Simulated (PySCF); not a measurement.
Computed IR spectrum (relative IR intensity) of a molecule CH5ClFNSi. Geometry: r2SCAN-D4/def2-SVP. One conformer was computed; it need not be the lowest. Computed with r2SCAN-D4/def2-SVP in PySCF. Frequencies are harmonic and unscaled.

ν (cm⁻¹): 145 (w), 249 (w), 272 (m), 312 (m), 363 (vs), 522 (m), 699 (w), 734 (w), 784 (w), 858 (vs), 874 (vs), 948 (vs), 1269 (m), 1423 (vw), 1534 (m), 3585 (m), 3687 (m) (against the strongest line: vs over 80 %, s over 45 %, m over 15 %, w over 4 %, vw less)

Question: Which molecule gave these data?
A) N[Si@@H](Cl)CF
B) CN[Si@H](F)Cl
C) NC[Si@H](F)Cl
D) C[Si@@](N)(F)Cl

Answer: D, C[Si@@](N)(F)Cl
